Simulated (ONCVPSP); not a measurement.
## An all-electron radial function and its pseudo partner (Rh (Z = 45))

Columns: radius, all-electron u(r) and pseudo u(r) of the 4p shell (level -50.48 eV) of rhodium in the configuration [Ar] 3d10 4s2 4p6 4d8 5s1; PW91, scalar-relativistic, ONCV scheme, ONCVPSP 4.0.1.

```csv
r (bohr),all-electron,pseudo
0.095,0.3287,0.0195
0.190,-0.2966,0.0787
0.285,-0.5881,0.1789
0.380,-0.3935,0.3179
0.475,0.0129,0.4861
0.570,0.4251,0.6657
0.665,0.7482,0.8335
0.760,0.9598,0.9676
0.855,1.0686,1.0520
0.950,1.0971,1.0817
1.045,1.0690,1.0612
1.140,1.0049,1.0025
1.235,0.9210,0.9206
1.330,0.8284,0.8283
1.425,0.7347,0.7346
1.520,0.6447,0.6446
1.615,0.5610,0.5609
1.710,0.4849,0.4848
1.805,0.4169,0.4169
1.900,0.3570,0.3569
1.995,0.3046,0.3046
2.090,0.2592,0.2591
2.185,0.2200,0.2200
2.280,0.1864,0.1863
2.375,0.1576,0.1576
2.470,0.1331,0.1331
```

**Question.** How many radial nodes do the two functions have?

**Answer.** The all-electron 4p function has n − l − 1 = 2; the pseudo-wave has 0, since the states of the same l below it are removed with the core.

**Question.** At about which radius was the pseudo-wave matched?

**Answer.** 1.50 bohr. The columns agree to 0.0005 from 1.24 bohr on; several derivatives are matched, so the curves merge somewhat inside the radius.

**Question.** Where does each function peak?

**Answer.** Outermost all-electron maximum near 0.95 bohr, pseudo maximum near 0.95 bohr (to the table’s step).

**Question.** Is the pseudo-wave norm-conserving?

**Answer.** Yes: the ONCV scheme keeps the norm inside the radius equal to the all-electron one, which fixes the energy derivative of the logarithmic derivative at the level.
